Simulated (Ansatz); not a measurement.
FGaH4O2Si, SMILES `O[SiH](F)[O][GaH2]`, relaxed with RKS PBE0-D4/def2-TZVP in Ansatz from a GFN2-xTB geometry. The force threshold is 0.005 eV/Å; the program also tests the step.

Charge 0, multiplicity 1.

Start:

```xyz
9

O     0.601   -0.662   -0.549
Si    0.718    0.132    0.945
F     1.991    1.082    0.764
O    -0.685    0.855    0.934
Ga   -1.378    0.250   -0.712
H     1.365   -1.119   -0.906
H     0.997   -0.829    1.982
H    -1.292    1.249   -1.878
H    -2.318   -0.959   -0.580
```

**Question.** How much energy does the relaxation release, and in how many steps? (An estimate is asked.)

**Answer.** The calculation gave: 9.19 kJ/mol, in 11 steps, 2 of them rejected.

**Question.** Which bonds change most? (An estimate is asked.)

**Answer.** Ansatz gave: Si2–H7 from 1.441 to 1.469 Å; Ga5–H8 from 1.537 to 1.560 Å.

**Question.** Give the relaxed structure. (Estimate.)

**Answer.** The calculation gave: 
```xyz
9

O     0.602   -0.806   -0.467
Si    0.739    0.100    0.949
F     1.975    1.078    0.742
O    -0.702    0.769    0.930
Ga   -1.414    0.233   -0.718
H     1.347   -0.948   -1.055
H     1.069   -0.740    2.109
H    -1.165    1.237   -1.886
H    -2.450   -0.924   -0.604
```
